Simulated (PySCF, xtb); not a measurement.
C₃H₆Cl, SMILES C[C](C)Cl (connectivity only; charge and spin as stated), charge +1, multiplicity 1.

Geometry optimised at B3LYP-D3(BJ)/def2-SVP. The spin state was assumed, not searched. The isomer is the one that the SMILES or the coordinates give; other isomers of the formula were not compared.

These are IEF-PCM-ωB97X/def2-SVP run with PySCF values and carry that method's errors.

The values are the electrostatic part of the solvation free energy, E(continuum) − E(gas) at the gas-phase geometry, in a cavity of scaled van der Waals radii (PySCF's table); cavitation and dispersion terms are not included. In vacuum the orbital gap is 10.79 eV.

```
solvent                ε  ΔG(elec) (kcal/mol)  gap (eV)
-----------------  -----  -------------------  --------
water              78.36                    ?         ?
toluene             2.37                -34.4     10.87
dimethylsulfoxide  46.83                -58.8     10.96
```

Q: Complete the blanks. (The exact figures need the calculation; the answer reports its results.)

A: 
- water, ΔG(elec) (kcal/mol): -59.3
- water, gap (eV): 10.96

For comparison, GFN2-xTB/ALPB(water) (xtb, at the GFN2-xTB geometry, all terms of that model) gives -60.8 kcal/mol.
